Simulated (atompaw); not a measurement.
Reading a pseudo-wave (Pr)

Columns: radius, all-electron u(r) and pseudo u(r) of the 5d shell (level -2.50 eV) of praseodymium in the configuration [Kr] 4d10 4f2.5 5s2 5p6 5d0.5 6s2 6p0; PBE, scalar-relativistic, PAW (atompaw) scheme, atompaw 4.2.0.5.

```json
{"r (bohr)": "0.115", "all-electron": "0.1439", "pseudo": "0.0003"}
{"r (bohr)": "0.231", "all-electron": "0.1002", "pseudo": "0.0025"}
{"r (bohr)": "0.346", "all-electron": "-0.0957", "pseudo": "0.0083"}
{"r (bohr)": "0.462", "all-electron": "-0.2301", "pseudo": "0.0194"}
{"r (bohr)": "0.577", "all-electron": "-0.2539", "pseudo": "0.0366"}
{"r (bohr)": "0.692", "all-electron": "-0.1960", "pseudo": "0.0607"}
{"r (bohr)": "0.808", "all-electron": "-0.0938", "pseudo": "0.0921"}
{"r (bohr)": "0.923", "all-electron": "0.0227", "pseudo": "0.1301"}
{"r (bohr)": "1.038", "all-electron": "0.1374", "pseudo": "0.1740"}
{"r (bohr)": "1.154", "all-electron": "0.2426", "pseudo": "0.2230"}
{"r (bohr)": "1.269", "all-electron": "0.3327", "pseudo": "0.2745"}
{"r (bohr)": "1.385", "all-electron": "0.4081", "pseudo": "0.3276"}
{"r (bohr)": "1.500", "all-electron": "0.4679", "pseudo": "0.3792"}
{"r (bohr)": "1.615", "all-electron": "0.5141", "pseudo": "0.4279"}
{"r (bohr)": "1.731", "all-electron": "0.5486", "pseudo": "0.4722"}
{"r (bohr)": "1.846", "all-electron": "0.5724", "pseudo": "0.5098"}
{"r (bohr)": "1.962", "all-electron": "0.5876", "pseudo": "0.5402"}
{"r (bohr)": "2.077", "all-electron": "0.5956", "pseudo": "0.5624"}
{"r (bohr)": "2.192", "all-electron": "0.5979", "pseudo": "0.5767"}
{"r (bohr)": "2.308", "all-electron": "0.5956", "pseudo": "0.5835"}
{"r (bohr)": "2.423", "all-electron": "0.5897", "pseudo": "0.5837"}
{"r (bohr)": "2.538", "all-electron": "0.5810", "pseudo": "0.5786"}
{"r (bohr)": "2.654", "all-electron": "0.5702", "pseudo": "0.5695"}
{"r (bohr)": "2.769", "all-electron": "0.5579", "pseudo": "0.5578"}
{"r (bohr)": "2.885", "all-electron": "0.5444", "pseudo": "0.5444"}
{"r (bohr)": "3.000", "all-electron": "0.5302", "pseudo": "0.5302"}
```

**Question.** How many radial nodes do the two functions have?

**Answer.** The all-electron 5d function has n − l − 1 = 2; the pseudo-wave has 0, since the states of the same l below it are removed with the core.

**Question.** Where does each function peak?

**Answer.** Outermost all-electron maximum near 2.19 bohr, pseudo maximum near 2.42 bohr (to the table’s step).

**Question.** Is the pseudo-wave norm-conserving?

**Answer.** No, it belongs to a PAW set: the norm inside the radius is not constrained, and the difference is carried by the augmentation charge.
